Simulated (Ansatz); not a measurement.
The C1–H4 bond of N-methylmethanimine (SMILES C=NC) is stretched (multiplicity 1, the rest rigid).
Geometry at rest (charge 0, multiplicity 1):
```xyz
8

C      1.0907    -0.3756    -0.0039
N     -0.0396     0.4998     0.2247
C     -1.1803     0.1063    -0.1344
H      1.8220     0.1452    -0.6258
H      1.5768    -0.5834     0.9517
H      0.8208    -1.3261    -0.4849
H     -1.3608    -0.8667    -0.6118
H     -2.0440     0.7482     0.0278
```

Correlated levels freeze the cores.

Programs: Ansatz (a quantum-chemistry and plane-wave program) with Gaussian orbitals. 

FIC-MRCISD+Q on CASSCF(2,2)/cc-pVTZ, total energies (hartree):

```json
[
 {"R (Å)": "1.092", "CASSCF": "-133.127292", "MRCISD": "-133.618223", "weight c² of the reference": "0.87726"},
 {"R (Å)": "1.911", "CASSCF": "-133.026516", "MRCISD": "-133.507425", "weight c² of the reference": "0.87659"},
 {"R (Å)": "3.495", "CASSCF": "-132.969565", "MRCISD": "-133.444736", "weight c² of the reference": "0.87735"}
]
```

Q: Add the Davidson correction (E_MRCISD − E_CASSCF)(1 − c²)/c² and give the energies above the first point at the three levels.

A: 
Corrections (hartree): -0.068685, -0.067701, -0.066425. Above the first point (kcal/mol):
- R = 1.911 Å: CASSCF 63.2, MRCISD 69.5, with the correction 70.1
- R = 3.495 Å: CASSCF 99.0, MRCISD 108.9, with the correction 110.3
